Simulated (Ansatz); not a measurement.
Reaction (substitution at a C–C bond): `C[CH](F)[AlH2]` + `C=C(F)S` → `C=C(F)SC` + `F[CH2][AlH2]`

Program: Ansatz. Geometries: PBE0-D4/def2-TZVP. ΔE: electronic, gas phase. CCSD(T)/CBS adds triple-zeta CCSD(T) − MP2 to the extrapolated MP2 energy (def2 sets, frozen cores). DFT in def2-TZVPP. B3LYP here is the variant with VWN-RPA as its local correlation; programs differ in this. HSE06 is defined as in plane-wave codes. Each species was taken in one conformer, which may not be the lowest.

```csv
level,ΔE (kJ/mol),difference from CCSD(T)/CBS
LDA (SPW92),6.4,4.7
PBE-D4,0.5,-1.2
revPBE-D4,-0.8,-2.5
BLYP-D4,-0.3,-2.0
r2SCAN-D4,2.1,0.4
B97M-V,2.6,0.9
PBE0-D4,1.4,-0.3
B3LYP-D4,0.9,-0.8
r2SCANh-D4,2.2,0.5
r2SCAN0-D4,2.4,0.7
HSE06-D4,1.4,-0.3
BHLYP-D4,2.1,0.4
ωB97M-V,2.2,0.5
B2PLYP,1.3,-0.4
PBE,0.8,-0.9
revPBE,-0.7,-2.4
BLYP,0.3,-1.4
r2SCAN,2.3,0.6
PBE0,1.8,0.1
B3LYP,1.4,-0.3
r2SCANh,2.4,0.7
r2SCAN0,2.5,0.8
HSE06,1.7,0.0
BHLYP,2.5,0.8
CAM-B3LYP,3.7,2.0
LC-ωPBE,3.4,1.7
RPA@PBE/def2-TZVPP,4.8,3.1
HF/def2-SVP,11.0,9.3
MP2/def2-SVP,11.4,9.7
CCSD/def2-SVP,13.7,12.0
CCSD(T)/def2-SVP,13.2,11.5
HF/def2-TZVPP,3.0,1.3
MP2/def2-TZVPP,1.2,-0.5
SCS-MP2/def2-TZVPP,1.6,-0.1
CCSD(T)/def2-TZVPP,3.7,2.0
HF/def2-QZVPP,2.6,0.9
SCS-MP2/def2-QZVPP,0.2,-1.5
HF/CBS(def2),2.5,0.8
MP2/CBS(def2),-0.9,-2.6
CCSD/CBS(def2),2.7,1.0
CCSD(T)/CBS,1.7,0
```

Largest T1 diagnostic among the species: 0.012.

Leaving LDA and LC-ωPBE aside and taking each functional with its dispersion term where it has one, the values, not all of them listed here, spread over 4.1 kJ/mol, from revPBE-D4 to CAM-B3LYP-D4. LDA lies +5.5 kJ/mol from PBE without D4. At CCSD(T), def2-SVP lies +11.5 kJ/mol from the extrapolated value and def2-TZVPP +2.0 kJ/mol.
